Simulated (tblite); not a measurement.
Run record: tight-binding relaxation, `C=C[SiH2]C(=O)CC[AsH2]`.

Computed with GFN2-xTB geometry optimisation, gas phase (tblite 0.8.0). Start geometry: from a force field or distance geometry. The command runs a driver script over a list of jobs; the input below is this job's line of settings and its coordinates in Å.

Command:
```bash
OMP_NUM_THREADS=1 python probes_run.py task.json out
```

Input:
```
{"job": {"kind": "relax", "xc": "GFN2-xTB", "basis": "xTB"}, "charge": 0, "multiplicity": 1}
C     -3.215100     0.281100     0.208600
C     -2.491100    -0.730300     0.627300
Si    -1.228200    -1.588600    -0.407300
C      0.379800    -0.731000    -0.242000
O      1.378700    -1.446000    -0.111800
C      0.565700     0.719400    -0.220500
C      2.015000     1.140500    -0.062200
As     2.813500     0.478900     1.627000
H     -3.135600     0.690100    -0.802500
H     -3.972700     0.779900     0.858700
H     -2.642500    -1.072600     1.655400
H     -1.151700    -3.030300    -0.083600
H     -1.655800    -1.399500    -1.813100
H      0.259900     1.103000    -1.218700
H     -0.104100     1.174300     0.544300
H      2.096000     2.244700    -0.012900
H      2.664400     0.773000    -0.880800
H      3.875000     1.489200     2.136200
H      3.539100    -0.866700     1.221100
```

Output:
```
step      E/eV     max force
  0    -662.96168    2.993
  1    -663.24971    2.704
  2    -663.46279    1.131
  3    -663.58938    1.050
  4    -663.69504    0.965
  5    -663.75287    0.797
  6    -663.80888    0.490
  7    -663.83134    0.324
  8    -663.84338    0.270
  9    -663.85087    0.199
... (110 lines left out)
120    -663.93560    0.020
121    -663.93565    0.021
122    -663.93571    0.017
123    -663.93577    0.025
124    -663.93583    0.022
125    -663.93587    0.014
126    -663.93590    0.016
127    -663.93592    0.014
128    -663.93595    0.015
129    -663.93596    0.009
```

«max force» is the largest atomic force in eV/Å.

From which step on does the largest force stay under 0.1 eV/Å, and how much energy is left to gain from there?

From step 36 (0.069 eV/Å), 14.6 meV above the end.

Summary of the converged run: energy lowered by 22.5 kcal/mol over 129 steps; largest atomic force 0.009 eV/Å at the end.

Where do the atoms end?

0.327 Å rms from the input after alignment:
```
atom  x, y, z in Å
C1    -3.5158    0.1654    0.1792
C2    -2.5964   -0.7031    0.5743
Si3   -1.2816   -1.4733   -0.5324
C4     0.4059   -0.7452    0.0560
O5     1.1894   -1.4475    0.6577
C6     0.6794    0.7165   -0.1906
C7     2.1385    1.1062    0.0023
As8    2.9165    0.3730    1.6928
H9    -3.5831    0.4936   -0.8452
H10   -4.2461    0.5849    0.8543
H11   -2.5854   -0.9956    1.6188
H12   -1.2226   -2.9227   -0.3634
H13   -1.4900   -1.0783   -1.9299
H14    0.3159    0.9810   -1.1881
H15    0.0442    1.2457    0.5308
H16    2.2108    2.1966    0.0405
H17    2.7261    0.7613   -0.8514
H18    4.0647    1.3718    1.6775
H19    3.8198   -0.6211    1.0397
```

On one thread, Arm Neoverse N1 (aarch64), no GPU (shared host), this took 1.9 s of wall time.
Labels such as C1 count atoms from 1, the log's own numbers from 0.
